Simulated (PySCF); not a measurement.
Sn: excitation energy

Sn [Kr] 4d10 5s2 5p2 (3P) → Sn [Kr] 4d10 5s1 5p2 6s1 (5P), as a difference of total energies. Calculation: PySCF 2.14, in x2c-TZVPPall with one added diffuse shell each of s, p, d, f type (9s7p5d3f, 76 functions); scalar relativity by spin-free X2C-1e. Correlated levels: valence: [Kr] 4d10 frozen. The calculations carry no spin-orbit coupling.

```tsv
method	excitation energy (eV)
UHF	8.408
MP2 (valence)	9.206
SCS-MP2 (valence)	9.501
CCSD (valence)	9.393
CCSD(T) (valence)	9.427
```

How much does correlation contribute at CCSD(T) (valence)?

9.427 − (8.408) = 1.019 eV, measured against UHF.

The upper state lies above the first ionisation limit, but in LS coupling its spin forbids autoionisation to the ground ion; at this Z spin-orbit coupling breaks that rule. A Rydberg-like electron needs more diffuse functions than a valence basis has.

The promoted electron is Rydberg-like, and one or two diffuse shells describe it only roughly, which tends to raise the upper state.
